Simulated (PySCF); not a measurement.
# What a mistake does to a calculation on Al2H6N2

These are calculations, not measurements. The program is PySCF 2.14.0, an open-source quantum chemistry code, run on an isolated molecule that a program drew, which may never have been made. The molecule is Al2H6N2 (charge 0, singlet), drawn as the SMILES string `[NH2][Al]([NH2])[AlH2]`.

Each row is a Hartree-Fock (HF) and frozen-core CCSD(T) single point in the cc-pV(D+d)Z basis, meant for a local HF minimum. Run 1 is clean. Each other run has one planted mistake out of seven kinds, and not every kind appears here: one electron removed, one electron added, multiplicity raised by two, geometry at a saddle point, minimal basis STO-3G, one bond length entered in bohr, all coordinates scaled. The reference is restricted for singlets and unrestricted otherwise, and also for a bond in bohr. Adding or removing an electron swaps singlet and doublet. Electrons count all cores. HOMO and LUMO are orbital energies over both spins, the gradient is its largest component, and the lowest frequency (negative if imaginary) is given only where the gradient is small. Bond lengths are over the 9 bonds as drawn. T1 is the CCSD diagnostic: over 0.02 (restricted) or 0.045 (unrestricted) a single reference is doubtful.

Geometry of the clean run:
```xyz
10
Al2H6N2, angstrom
N     0.4000    0.2395    0.3689
Al   -1.1709    1.0128    0.0866
N    -1.8498    0.9235   -1.5493
Al   -2.4403    2.2387    2.0138
H     0.9541   -0.2502   -0.3091
H     0.8742    0.2275    1.2524
H    -1.4336    0.4738   -2.3438
H    -2.7271    1.3261   -1.8209
H    -1.8756    2.3095    3.5009
H    -3.8364    2.9707    1.7897
```

```
run,electrons,basis functions,<S^2>,HOMO (eV),LUMO (eV),gradient (hartree/bohr),lowest frequency (cm^-1),mean bond (Å),longest bond (Å),T1,HF (hartree),CCSD(T) (hartree),mistake
1,46,104,0.000,-9.16,0.66,2.0e-05,58,1.4841,2.613,0.0137,-596.29840,-596.83084,no fault
2,46,104,0.753,-9.41,0.45,2.0e-02,-,1.5833,2.613,0.0573,-596.15674,-596.68596,one bond length entered in bohr
3,46,34,0.000,-5.87,8.45,4.1e-02,-,1.4841,2.613,0.0146,-589.01813,-589.20884,minimal basis STO-3G
4,45,104,0.761,-14.84,-7.27,6.7e-02,-,1.4841,2.613,0.0196,-595.99778,-596.51012,one electron removed
5,46,104,2.003,-6.32,-0.96,2.2e-02,-,1.4841,2.613,0.0186,-596.20893,-596.72781,?
6,46,104,0.000,-9.15,0.50,4.4e-02,-,1.5761,2.775,0.0159,-596.26785,-596.81042,?
```

**Which mistake was planted in run 5, and what did it cost?**

Electrons, basis and geometry are unchanged, and <S^2> is 2.003, beside S(S+1) = 2.00 for a multiplicity of 3. So the mistake is: multiplicity raised by two. Subtracting run 1 and multiplying by 627.51 kcal/mol a hartree, the energy moved by 56.1 kcal/mol in HF and 64.7 kcal/mol in CCSD(T).

**Which mistake was planted in run 6, and what did it cost?**

The mean and the longest bond both change by the same factor, 1.062, and the gradient is no longer small. So the mistake is: all coordinates scaled. Subtracting run 1 and multiplying by 627.51 kcal/mol a hartree, the energy moved by 19.2 kcal/mol in HF and 12.8 kcal/mol in CCSD(T).

Cautions from the logs. Run 2: T1 is over the limit, so its CCSD(T) energy is less reliable.
